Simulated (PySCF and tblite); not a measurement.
The numbers below are computed, except where a source is named.
C₈H₁₀O₂S, numbered as in [CH3:1][CH2:2][S:3](=[O:4])(=[O:5])[c:6]1[cH:7][cH:8][cH:9][cH:10][cH:11]1.

Geometries GFN2-xTB; weights from B3LYP-D3(BJ)/def2-SVP (IEF-PCM, water) energies and GFN2-xTB thermal corrections, with symmetry numbers and mirror pairs. Conformers within 3 kcal/mol (GFN2-xTB free energy) were kept, 8 at most. GIAO shieldings: WP04/pcSseg-1 (IEF-PCM, water). Shifts are against TMS (¹H), TMS (¹³C) at the same level. Programs: PySCF with density fitting and tblite.

**Question.** Predict the averaged NMR shifts at 298.15 K.

**Answer.** ¹H: 7.89 (H9, 1H), 7.87 (H7/H11, 2H), 7.80 (H8/H10, 2H), 3.13 (H2, 2H), 1.41 (H1, 3H) ppm. ¹³C: 150.0 (C6), 141.1 (C9), 135.6 (C8/C10), 133.9 (C7/C11), 65.1 (C2), 11.5 (C1) ppm.

**Question.** How do the conformers differ?

**Answer.** Torsions listed: C1–C2–S3–O4, O4–S3–C6–C7. Of a mirror pair one member is shown.
```csv
conformer,shape,weight %
1,"-65°, -26°",53.9
2,"53°, 167°",46.1
```

```csv
signal,1,2,average
H1,1.68,1.10,1.41
H2,3.04,3.24,3.13
H7/H11,7.87,7.87,7.87
H8/H10,7.80,7.81,7.80
H9,7.88,7.90,7.89
C1,10.0,13.2,11.5
C2,66.0,64.2,65.1
C6,151.4,148.4,150.0
C7/C11,133.4,134.4,133.9
C8/C10,135.7,135.5,135.6
C9,141.0,141.2,141.1
```

**Question.** Which signal moves most, for its nucleus, between 250 and 373.15 K through the change of populations alone?

**Answer.** H1: 1.43 ppm at 250 K, 1.42 ppm at 273.15 K, 1.41 ppm at 298.15 K, 1.40 ppm at 323.15 K, 1.39 ppm at 373.15 K.

Shifts are unscaled: against experiment ¹³C can be off by 15 ppm or more and ¹H by 0.8 ppm.


Conformer gaps in def2-SVP on xTB geometries can be 2 kcal/mol too large for S=O, P=O and other polar bonds.